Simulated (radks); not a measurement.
Effect of the nuclear size on the selenium ion Se25+, [He] 2s2 2p5. Method: Dirac Kohn-Sham, exchange-only LDA, spin-unpolarised, spherical densities, finite nucleus; open shells are shared between the two j in proportion to 2j + 1; Fermi nuclear charge, rms radius 4.14 fm; computed with a radial shooting solver on a logarithmic mesh with Libxc functionals. The rms radius is varied about that value; shifts are against it.

| rms radius (fm) | total energy shift (eV) | density at nucleus (e/bohr^3) | 1s1/2 shift (meV) | 2s1/2 shift (meV) | 2p1/2 shift (meV) | 2p3/2 shift (meV) | 3s1/2 (empty) shift (meV) | 3p1/2 (empty) shift (meV) |
|---|---|---|---|---|---|---|---|---|
| 3.6887 | -0.0949 | 3.954e+04 | -40.8 | -4.36 | 0.266 | 0.298 | -1.12 | 0.061 |
| 3.8916 | -0.0535 | 3.939e+04 | -23.0 | -2.46 | 0.150 | 0.168 | -0.631 | 0.035 |
| 4.14 | 0 | 3.922e+04 | 0.000 | 0.000 | 0.000 | 0.000 | 0.000 | 0.000 |
| 4.4464 | 0.0702 | 3.902e+04 | 30.2 | 3.23 | -0.196 | -0.220 | 0.828 | -0.045 |
| 4.6823 | 0.127 | 3.888e+04 | 54.8 | 5.86 | -0.357 | -0.400 | 1.50 | -0.082 |

Slopes of the eigenvalues against <r^2> in GHz/fm^2, as finite differences over the two radii next to the reference (eigenvalue slopes, not the field-shift constants of lines): 1s1/2 2780, 2s1/2 297, 2p1/2 -18.1, 2p3/2 -20.3, 3s1/2 (empty) 76.2, 3p1/2 (empty) -4.17.
